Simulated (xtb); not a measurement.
C3H10BO3, charge +1, singlet, geometry from GFN2-xTB.

The xtb input:
```
$ xtb coord --gfn 2 --chrg 1 --json

# file coord
$coord
      0.2963738928       4.7890507523      -0.6573573518  c
     -1.0149419494       2.4893455403      -0.1817627215  o
     -0.2359094032       0.1511978943       0.0010461335  b
     -1.5165133597      -1.9377907228       0.3415063164  o
     -4.2006402661      -2.1994449232       0.5072924995  c
      2.6084439231      -0.3774831680      -0.2567207302  o
      3.6008920088      -2.8894040380       0.1762658861  c
      1.5960776893       4.5887592284      -2.2443635242  h
      1.3132587830       5.3889078200       1.0344467576  h
     -1.1314764084       6.1982217156      -1.1169027649  h
     -5.1311485719      -0.3679841384       0.4202056616  h
     -4.6230854421      -3.1345167098       2.2918360334  h
     -4.8143695297      -3.3860526740      -1.0591993541  h
      3.6825091101       0.8888682852       0.5222012481  h
      5.5017223342      -2.9733386994      -0.6075707596  h
      3.6180555597      -3.3452935303       2.1836850798  h
      2.3723403127      -4.2073444663      -0.8109577683  h
$end
```

**Question.** What does this run give for the total energy, partial charges in atom order, HOMO-LUMO gap?

**Answer.** 
```json
{
  "total_energy": "-49.209905 Ry",
  "partial_charges_in_atom_order": "C1 0.00, O2 -0.29, B3 0.52, O4 -0.28, C5 0.00, O6 -0.22, C7 -0.02, H8 0.07, H9 0.08, H10 0.11, H11 0.08, H12 0.10, H13 0.10, H14 0.37, H15 0.12, H16 0.11, H17 0.13",
  "HOMO-LUMO gap": "7.00 eV"
}
```
